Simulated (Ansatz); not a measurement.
Computed with Ansatz on PBE0-D4/def2-TZVP structures; ΔE is electronic, products minus reactants. CCSD(T)/CBS is the MP2 limit (def2-TZVPP, def2-QZVPP) plus CCSD(T) − MP2 in def2-TZVPP, frozen cores. This one scheme is used for every species. Functionals use def2-TZVPP. B3LYP here is the variant with VWN-RPA as its local correlation; programs differ in this. Each species was taken in one conformer, which may not be the lowest.

`C[N](C)[Al]([OH])[OH]` + H₂S → `[OH][Al]([OH])[SH]` + `CNC`  (ligand exchange at the Al–N bond)

Is it downhill or uphill in electronic energy at CCSD(T)/CBS, and by how much? (An estimate is asked.)

The calculation gave: Downhill: ΔE = -0.29 eV.

What do these levels give: r2SCAN-D4, B97M-V, BHLYP-D4, ωB97X-V, BLYP, B3LYP, r2SCAN0, CCSD(T)/def2-SVP, MP2/def2-TZVPP, MP2/def2-QZVPP, HF/CBS(def2), CCSD/CBS(def2)? (Best estimate.)

Ansatz gave: r2SCAN-D4 -0.32, B97M-V -0.32, BHLYP-D4 -0.28, ωB97X-V -0.30, BLYP -0.31, B3LYP -0.32, r2SCAN0 -0.35, CCSD(T)/def2-SVP -0.20, MP2/def2-TZVPP -0.27, MP2/def2-QZVPP -0.28, HF/CBS(def2) -0.35, CCSD/CBS(def2) -0.29 eV.

Largest T1 diagnostic among the species: 0.012.

In def2-TZVPP, CCSD(T) changes the Hartree–Fock value by +0.11 eV (the triples alone add +0.01 eV) and MP2 by +0.10 eV. Leaving LDA and LC-ωPBE aside and taking each functional with its dispersion term where it has one, the values, not all of them listed here, spread over 0.11 eV, from HSE06-D4 to BLYP-D4. LDA lies +0.10 eV from PBE without D4.
